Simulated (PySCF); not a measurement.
## N⁺: excitation energy

N⁺ [He] 2s2 2p2 (3P) → N⁺ [He] 2s2 2p1 3s1 (3P), as a difference of total energies. Computed with PySCF 2.14 in dyall-acv3z (15s9p4d2f, 76 functions), with no relativity, point nucleus. Correlated levels: valence and next inner shell: nothing frozen; virtual orbitals above 40 to 60 times the deepest correlated orbital energy dropped. The calculations carry no spin-orbit coupling.

```tsv
method	excitation energy (cm⁻¹)	error (cm⁻¹)
UHF	147990	-935
MP2 (valence and next inner shell)	149510	+583
SCS-MP2 (valence and next inner shell)	148580	-344
CCSD (valence and next inner shell)	148770	-156
CCSD(T) (valence and next inner shell)	148430	-493
```

Reference: 148920 cm⁻¹ (measured; NIST levels, between the centres of gravity of the two terms).

Errors of the correlated levels include the incompleteness of this basis.
